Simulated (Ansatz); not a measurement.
# Strength of the Zn–O bond: CH4O2Zn → CH3OZn + OH

Gas-phase species: CH4O2Zn `C[O][Zn][OH]`, singlet; CH3OZn `C[O][Zn]`, doublet; OH, doublet. The bond broken is the one whose loss leaves CH3OZn `C[O][Zn]`, relaxed to its own shape; its unpaired electron may spread away from that site.

Shapes, held fixed at every level: PBE0-D4/def2-TZVP. Programs: Ansatz 0.2.0. The zero-point and thermal change to 298 K, harmonic and unscaled (PBE0-D4/def2-TZVP), is -10.5 kJ/mol.

**Question.** Estimate ΔH(298 K) of this reaction.

**Answer.** wB97X-V/def2-TZVPP gives ΔH(298 K) = +408.9 kJ/mol; the levels span +238.9 to +484.3. The median of the levels is +388.3. Hartree–Fock misses the correlation of the pair that is broken and comes out low. No measured value is set beside it here. Open shells run unrestricted. Relativity is left out for Zn. Times are processor times on shared x86 and Arm servers, and rough.

| level | kind | ΔH(298 K) (kJ/mol) | CPU time (sum over the molecules) |
| --- | --- | --- | --- |
| HF/def2-SVP | Hartree–Fock | +238.9 | – |
| SPW92/def2-TZVPP | LDA | +484.3 | 6.8 s |
| r2SCAN-D4/def2-TZVPP | meta-GGA | +390.7 | 22 s |
| B3LYP-D4/def2-TZVPP | global hybrid | +379.4 | 20 s |
| BHLYP-D4/def2-TZVPP | global hybrid | +359.7 | 16 s |
| PBE0-D4/def2-TZVPP | global hybrid | +385.8 | 15 s |
| wB97M-V/def2-TZVPP | range-separated hybrid | +404.3 | 50 s |
| wB97X-V/def2-TZVPP | range-separated hybrid | +408.9 | 39 s |
